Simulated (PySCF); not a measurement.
Problem. Write Cartesian coordinates for `C=[CH][Al-]([CH]=C)([CH]=C)[CH]=C` as optimised with PBE0-D3(BJ)/def2-SVP. (Charge -1.)

Solution. 
```
atom  x, y, z in Å
C1    -1.821   -1.614   -2.160
C2    -1.784   -1.231   -0.873
Al3   -0.305   -0.164   -0.008
C4    -1.093    1.401    0.993
C5    -0.602    2.651    0.983
C6     0.702   -1.325    1.301
C7     1.032   -0.972    2.554
C8     0.960    0.502   -1.428
C9     2.298    0.400   -1.383
H10   -1.012   -1.354   -2.857
H11   -2.642   -2.203   -2.602
H12   -2.657   -1.558   -0.277
H13   -1.991    1.270    1.625
H14   -1.039    3.491    1.549
H15    0.289    2.904    0.391
H16    1.040   -2.335    1.005
H17    1.594   -1.619    3.249
H18    0.751    0.011    2.958
H19    0.572    1.016   -2.326
H20    2.803   -0.087   -0.536
H21    2.971    0.789   -2.167
```

Any rigid rotation of these coordinates is as good. Atoms count from 1 in this order. Al3 (aluminium bonded to 4 C) is tetrahedral (angles from 108.6° to 109.8°). C2 (alkene CH carbon) is planar (angles 125.6°, 120.2° and 114.2°, sum 360.0°, 0.00 Å off the plane of its three neighbours). All 4 C–C bonds measure 1.343 Å. C1 (terminal =CH2 carbon) is planar (angles 123.9°, 121.3° and 114.8°, sum 360.0°, 0.00 Å off the plane of its three neighbours).

Bonds between heavy atoms (Å): C1=C2 1.343, C2–Al3 2.019, Al3–C4 2.018, C4=C5 1.343, Al3–C6 2.018, C6=C7 1.343, Al3–C8 2.015, C8=C9 1.343.

Level of theory: PySCF, PBE0-D3(BJ)/def2-SVP geometry optimisation, gas phase.

Point group: C1 (no symmetry element, even within 0.4 Å). PBE0-D3(BJ)/def2-SVP frequencies: not computed here. Torsions: C1–C2–Al3–C4 130°, C2–Al3–C4–C5 -137°, C2–Al3–C6–C7 -133°, C2–Al3–C8–C9 -132°.

One conformer stands for the species.
